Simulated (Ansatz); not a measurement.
Consider the ligand exchange at a Ge–F bond: `[F][Ge][Br]` + H₂S → `[SH][Ge][Br]` + H–F.

Computed with Ansatz on PBE0-D4/def2-TZVP structures; ΔE is electronic, products minus reactants. CBS: MP2 limit from def2 TZ/QZ plus the TZ coupled-cluster correction, frozen cores. This one scheme is used for every species. Functionals use def2-TZVPP. B3LYP here is the variant with VWN-RPA as its local correlation; programs differ in this. For Br, Ge outer-core shells are correlated without core-valence functions, which leaves a few kJ/mol of doubt a bond. Scalar relativity is left out up to krypton. One conformer a species, not always the lowest.

| level | ΔE (kcal/mol) |
| --- | --- |
| ωB97M-V | 5.6 |
| B3LYP | 6.4 |
| CCSD(T)/def2-SVP | 6.2 |
| HF/CBS(def2) | 8.6 |

Problem. What does CCSD(T)/CBS give? (Best estimate.)

Solution. The calculation gave: +2.5 kcal/mol. The listed levels differ from it by 3.1, 3.9, 3.7, 6.1 kcal/mol.

Problem. What do rigid-rotor, harmonic-oscillator terms from PBE0-D4/def2-TZVP frequencies (298.15 K, 1 bar) make of the CCSD(T)/CBS value? (An estimate is asked.)

Solution. The calculation gave: ΔZPE = +1.2 kcal/mol, ΔH = +3.9 kcal/mol, ΔS = -14 J/(mol·K), ΔG = +4.9 kcal/mol.

Largest T1 diagnostic among the species: 0.012.

At CCSD(T), def2-SVP lies +3.7 kcal/mol from the extrapolated value and def2-TZVPP +0.9 kcal/mol. From PBE to PBE0 (25 % exact exchange), in def2-TZVPP and without D4, ΔE moves by −0.8 kcal/mol.
